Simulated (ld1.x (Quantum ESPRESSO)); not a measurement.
# antimony (Sb), TM: configuration errors across variants

Sb (Z = 51), norm-conserving Troullier–Martins (Kleinman–Bylander form), made with ld1.x (Quantum ESPRESSO) 7.5 (Wu–Cohen, scalar-relativistic). Core [Kr] 4d10, reference 5s2 5p3. Waves: 5s (bound): rc 1.85 bohr; 5d channel at 0.25 Ry: rc 1.40 bohr; 5p (bound): rc 1.65 bohr. Local part: the p channel. Core correction: none.

All-electron excitation energies from the reference (eV): (1) 5s2 5p2 8.354; (2) 5s2 5p1 24.392; (3) 5s2 5p0 48.868; (4) 5s1 5p4 8.153; (5) 5s2 5p3.3 -1.162; (6) 5s2 5p2.5 3.275; (7) 5s1 5p3 17.132.

5 further variants failed, have other tests or another functional or relativity, and are left out.

A true bound ghost makes a file unfit for plane-wave use even where its test errors are small: the radial tests pick states by their node count and pass the ghost by.

Errors AE − PS in meV (a dash: test not solved or not reliable):

| change | (1) | (2) | (3) | (4) | (5) | (6) | (7) | bound ghosts |
| --- | --- | --- | --- | --- | --- | --- | --- | --- |
| base | -2.9 | -18 | -46 | +29 | +0.3 | -0.8 | +37 | s |
| wave 5d channel at 0.25 Ry: rc 1.40 bohr becomes 5d channel at 5.02 Ry: rc 1.40 bohr | -2.9 | -18 | -46 | +29 | +0.3 | -0.8 | +37 | s |
| wave 5s (bound): rc 1.85 bohr becomes 5s (bound): rc 1.52 bohr | -3.3 | -21 | -81 | +18 | +0.3 | -0.9 | +26 | s |
| wave 5d channel at 0.25 Ry: rc 1.40 bohr becomes 5d channel at 0.25 Ry: rc 1.02 bohr | -2.9 | -18 | -46 | +29 | +0.3 | -0.8 | +37 | s, d |
| wave 5p (bound): rc 1.65 bohr becomes 5p (bound): rc 2.26 bohr | -4.7 | -20 | -41 | +6.7 | +0.2 | -1.3 | +9.5 | none |
| wave 5d channel at 0.25 Ry: rc 1.40 bohr becomes 5d channel at -0.14 Ry: rc 1.40 bohr | -2.9 | -18 | -46 | +29 | +0.3 | -0.8 | +37 | s |
| wave 5s (bound): rc 1.85 bohr becomes 5s (bound): rc 1.58 bohr | -3.1 | -20 | -73 | +21 | +0.3 | -0.8 | +29 | s |

**Question.** Give the same row for: all radii scaled by about 1.30 (s 2.40, p 2.14, d 1.82 bohr).

**Answer.** -3.9, -15, -21, +5.2, +0.2, -1.2, +4.8; bound ghosts: d.
